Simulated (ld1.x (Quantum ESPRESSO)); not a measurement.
S (Z = 16): ultrasoft pseudisation with PBEsol, non-relativistic reference atom.

ld1.x (Quantum ESPRESSO) 7.5 input, shortened:

```
&input
   title='S', zed=16., rel=0, dft='PBESOL', iswitch=3,
   config='[Ne] 3s2 3p4 3d-2'
 /
 &inputp
   pseudotype=3, tm=.true., lloc=-1, rcloc=0.75,
   nlcc=.false.,
   which_augfun='PSQ', rmatch_augfun=0.40
 /
6
3S  1  0   2.00   0.00  0.95  1.15  0.0
3S  1  0   0.00  -0.45  0.95  1.15  0.0
3P  2  1   4.00   0.00  0.45  0.55  0.0
3P  2  1   0.00   4.55  0.45  0.55  0.0
3D  3  2  -2.00   0.30  1.20  1.35  0.0
3D  3  2  -2.00   1.50  1.20  1.35  0.0
 &test
   configts(1)='3s2 3p4'
 /
```

Question: Does the generator finish with these settings?

Answer: No. ld1.x (Quantum ESPRESSO) 7.5 stopped with "run_pseudo: Errors in PS-KS equation": the pseudo-atom solver did not find the valence states with the expected number of nodes, which is the usual sign of a ghost state. The 3p radius of 0.55 bohr lies inside the outermost node of the all-electron wave at 0.58 bohr. Before that it printed "Warning: n=1, l=0 expected 0 nodes, found 1".
